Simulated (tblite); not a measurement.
C10H6 (charge +1 and doublet state).
Atom-mapped SMILES: `[CH:1]#[C:2][c:3]1[cH:4][cH:5][cH:6][c:7]([C:8]=[CH+:9])[cH:10]1` (hydrogens: H11 on C1; H12 on C4; H13 on C5; H14 on C6; H15 on C9; H16 on C10)

A start from a force field or distance geometry was refined with GFN2-xTB geometry optimisation, gas phase in tblite 0.8.0. Values at the start:

| coordinate | start |
| --- | --- |
| C1≡C2 | 1.219 Å |
| C1–H11 | 1.052 Å |
| C2–C3 | 1.445 Å |
| C3–C4 | 1.380 Å |
| C3–C10 | 1.391 Å |
| C4–C5 | 1.389 Å |
| C4–H12 | 1.075 Å |
| C5–H13 | 1.082 Å |
| C8=C9 | 1.292 Å |
| C10–H16 | 1.076 Å |
| C1–C2–C3 | 177.8° |
| C2–C3–C4 | 122.0° |
| C2–C3–C10 | 116.7° |
| C3–C4–C5 | 118.2° |
| C3–C10–C7 | 120.0° |
| C4–C3–C10 | 121.3° |
| C4–C5–C6 | 120.3° |

Question: How do these coordinates change at the GFN2-xTB level?

Answer: 
```
coordinate  GFN2-xTB (Å or °)  change
     C8=C9              1.211  -0.081
     C3–C4              1.427  +0.047
     C2–C3              1.401  -0.044
     C1≡C2              1.211  -0.008
     C4–C5              1.383  -0.006
    C4–H12              1.080  +0.005
   C10–H16              1.080  +0.004
    C5–H13              1.079  -0.003
    C1–H11              1.054  +0.002
    C3–C10              1.393  +0.002
 C2–C3–C10              121.0    +4.3
  C2–C3–C4              118.9    -3.1
  C3–C4–C5              120.2    +2.0
  C1–C2–C3              179.4    +1.6
 C4–C3–C10              120.1    -1.2
 C3–C10–C7              119.3    -0.7
  C4–C5–C6              119.9    -0.4
```

The energy falls by 166.2 kJ/mol over 79 L-BFGS steps, the largest force on an atom goes from 5.88 to 0.009 eV/Å, and the atoms move by 0.601 Å rms after alignment. The bond that changes most is C8=C9 (ends: carbon bonded to 2 C; carbon bonded to C and H), which shortens by 0.081 Å. Bonds longer at the end by more than 0.005 Å: 4 of 16; shorter: 6. Rotational constants go from 2268, 1099, 741.2 to 2752, 913.1, 685.6 MHz.

Its GFN2-xTB frequencies are all real (lowest 97 cm⁻¹).

All values are computed, not measured.
